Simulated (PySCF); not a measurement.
N-methylsilyl-N-silylmethanamine (C2H11NSi2), SMILES C[SiH2]N([SiH3])C.

Geometry: PBE0-D3(BJ)/def2-SVP. Other conformers were not sampled.

Level of theory: PBE/def2-TZVP (PySCF).

The molecule is in vacuum.

**Question.** Estimate the frontier levels, gap, dipole moment and polarisability. (Estimate from the structure and the level; the computed values follow.)

**Answer.** 
```json
{
 "highest_occupied_level": "-5.60 eV",
 "lowest_empty_level": "-0.50 eV",
 "orbital_gap": "5.10 eV",
 "dipole_moment": "1.24 D",
 "quadrupole, principal values (traceless, Buckingham form, about the centre of nuclear charge)": "-2.68, 0.16, 2.52 D·Å",
 "mean_static_polarisability": "88.0 bohr³ (13.03 Å³)",
 "polarisability_principal_values": "79.2, 85.3, 99.4 bohr³"
}
```
